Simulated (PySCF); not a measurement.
Electric field gradients and quadrupole coupling constants

Compound: C₇H₉FO₂.
Z-matrix (Å and degrees, GFN2-xTB geometry), rows numbered from 1:
```
C 
C   1  1.3228
C   2  1.4819  1  123.18
O   3  1.3933  2  116.61  1    15.78
C   4  1.4141  3  113.91  2    76.86
C   3  1.4965  2  119.59  1   167.78
C   6  1.5111  3   61.72  2   107.64
C   7  1.4586  3  119.85  6   107.80
O   8  1.1837  7  130.53  3   -46.45
F   8  1.3689  7  110.55  3   134.28
H   1  1.0756  2  121.67  3  -179.52
H   1  1.0776  2  121.33  3     0.93
H   2  1.0796  1  121.60  3  -179.35
H   5  1.0877  4  105.87  3  -179.41
H   5  1.0941  4  111.43  3   -60.24
H   5  1.0951  4  111.38  3    61.59
H   6  1.0791  3  118.55  7   106.61
H   6  1.0796  3  117.93  7  -106.75
H   7  1.0815  3  114.45  6  -109.44
```

Field gradients from the PBE0/pcSseg-1 density (PySCF, non-relativistic), principal values in atomic units, ordered |Vxx| ≤ |Vyy| ≤ |Vzz|:

| atom | Vxx | Vyy | Vzz |
| --- | --- | --- | --- |
| O4 | -0.0232 | -2.0079 | 2.0311 |
| O9 | 0.5113 | 0.9936 | -1.5048 |

**Question.** Find the asymmetry η = (Vxx − Vyy)/Vzz and the couplings χ = eQV/h (234.96 MHz × Q in barn × V in au), with Q(17O) = −0.0256 b.

**Answer.** 
```json
{"atom": "O4", "environment": "ether oxygen", "nucleus": "17O", "η": "0.98", "χzz (MHz)": "-12.22", "χxx (MHz)": "0.14", "χyy (MHz)": "12.08"}
{"atom": "O9", "environment": "carbonyl oxygen", "nucleus": "17O", "η": "0.32", "χzz (MHz)": "9.05", "χxx (MHz)": "-3.08", "χyy (MHz)": "-5.98"}
```

At O4 η is above 0.9: Vyy and Vzz are nearly equal in size and opposite in sign, so a small change could swap them and flip the sign of χzz. 

**Question.** What is Vzz at O4 in SI units (1 au = 9.71736 × 10²¹ V/m²)?

**Answer.** 2.0311 au = 19.737 × 10²¹ V/m².

**Question.** And the gradient at the other heavy atoms, for which no coupling is worked out here?

**Answer.** 
```csv
atom,environment,Vzz (au),η
C1,terminal =CH2 carbon,0.327,0.29
C2,alkene CH carbon,0.295,0.76
C3,sp3 carbon bound to oxygen,0.311,0.60
C5,methoxy carbon,0.418,0.07
C6,three-membered-ring carbon,0.206,0.30
C7,sp3 carbon next to a carbonyl,0.213,0.48
C8,acyl halide carbon,-0.518,0.31
F10,acyl fluorine,2.545,0.37
```

**Question.** What couplings would deuterons (Q(2H) = 0.00286 b) have in place of the hydrogens, at this geometry?

**Answer.** 
```csv
atom,bonded to,bond length (Å),Vzz (au),η,χzz (kHz)
H11,C1,1.076,0.3392,0.04,228
H12,C1,1.078,0.3328,0.03,224
H13,C2,1.080,0.3219,0.08,216
H14,C5,1.088,0.3069,0.07,206
H15,C5,1.094,0.2906,0.08,195
H16,C5,1.095,0.2935,0.08,197
H17,C6,1.079,0.3303,0.05,222
H18,C6,1.080,0.3242,0.06,218
H19,C7,1.082,0.3185,0.10,214
```

Geometry: GFN2-xTB, one conformer, isolated molecule. GFN2-xTB bond lengths can be off by several hundredths of an ångström, more for odd bonds, and the gradients follow them. A larger basis could move these couplings by a tenth or more.

These values come from a run that also computed NMR shieldings. Hardware: one thread, x86-64 server, shared host. Cost: 46 s wall (grids of density and orbitals included).
